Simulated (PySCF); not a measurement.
# Nuclear quadrupole coupling in `ClC[C+]1CCCC1`

Compound: C6H10Cl (charge +1).
Geometry (GFN2-xTB, Å), atoms numbered from 1 in this order:
```xyz
17
C6H10Cl angstrom
Cl     1.741    0.027   -1.928
C      2.082   -0.750   -0.330
C      0.721   -0.255   -0.119
C      0.380    1.020    0.554
C     -1.149    0.992    0.736
C     -1.635   -0.032   -0.292
C     -0.501   -1.061   -0.304
H      2.898   -0.251    0.186
H      2.230   -1.821   -0.442
H      0.921    1.099    1.502
H      0.689    1.886   -0.034
H     -1.598    1.970    0.590
H     -1.394    0.654    1.742
H     -2.591   -0.469   -0.022
H     -1.733    0.425   -1.277
H     -0.577   -1.693    0.592
H     -0.491   -1.729   -1.163
```

Field gradients from the PBE0/pcSseg-1 density (PySCF, non-relativistic), principal values in atomic units, ordered |Vxx| ≤ |Vyy| ≤ |Vzz|:

```csv
atom,Vxx,Vyy,Vzz
Cl1,-0.7803,-3.1896,3.9699
```

Question: Find the asymmetry η = (Vxx − Vyy)/Vzz and the couplings χ = eQV/h (234.96 MHz × Q in barn × V in au), with Q(35Cl) = −0.0817 b.

Answer: 
```json
{"atom": "Cl1", "environment": "alkyl chlorine", "nucleus": "35Cl", "η": "0.61", "χzz (MHz)": "-76.21", "χxx (MHz)": "14.98", "χyy (MHz)": "61.23"}
```

Question: What is Vzz at Cl1 in SI units (1 au = 9.71736 × 10²¹ V/m²)?

Answer: 3.9699 au = 38.577 × 10²¹ V/m².

Question: And the gradient at the other heavy atoms, for which no coupling is worked out here?

Answer: 
```json
{"atom": "C2", "environment": "sp3 C–Cl carbon", "Vzz (au)": "0.610", "η": "0.35"}
{"atom": "C3", "environment": "formal carbocation centre", "Vzz (au)": "0.991", "η": "0.16"}
{"atom": "C4", "environment": "ring CH2 carbon", "Vzz (au)": "0.175", "η": "0.11"}
{"atom": "C5", "environment": "ring CH2 carbon", "Vzz (au)": "0.167", "η": "0.63"}
{"atom": "C6", "environment": "ring CH2 carbon", "Vzz (au)": "0.159", "η": "0.63"}
{"atom": "C7", "environment": "ring CH2 carbon", "Vzz (au)": "0.153", "η": "0.66"}
```

Question: What couplings would deuterons (Q(2H) = 0.00286 b) have in place of the hydrogens, at this geometry?

Answer: 
| atom | bonded to | bond length (Å) | Vzz (au) | η | χzz (kHz) |
| --- | --- | --- | --- | --- | --- |
| H8 | C2 | 1.086 | 0.2957 | 0.04 | 199 |
| H9 | C2 | 1.087 | 0.2957 | 0.04 | 199 |
| H10 | C4 | 1.094 | 0.2951 | 0.05 | 198 |
| H11 | C4 | 1.091 | 0.2989 | 0.04 | 201 |
| H12 | C5 | 1.086 | 0.3074 | 0.03 | 207 |
| H13 | C5 | 1.090 | 0.3006 | 0.02 | 202 |
| H14 | C6 | 1.086 | 0.3080 | 0.02 | 207 |
| H15 | C6 | 1.090 | 0.3008 | 0.02 | 202 |
| H16 | C7 | 1.099 | 0.2873 | 0.04 | 193 |
| H17 | C7 | 1.088 | 0.3026 | 0.04 | 203 |

Geometry: GFN2-xTB, one conformer, isolated ion. GFN2-xTB bond lengths can be off by several hundredths of an ångström, more for odd bonds, and the gradients follow them. These gradients aren't converged with respect to the basis.

The run behind these numbers computed NMR shieldings as well. Time: 24 s. Hardware: Arm Neoverse V1, one thread, on a shared host.
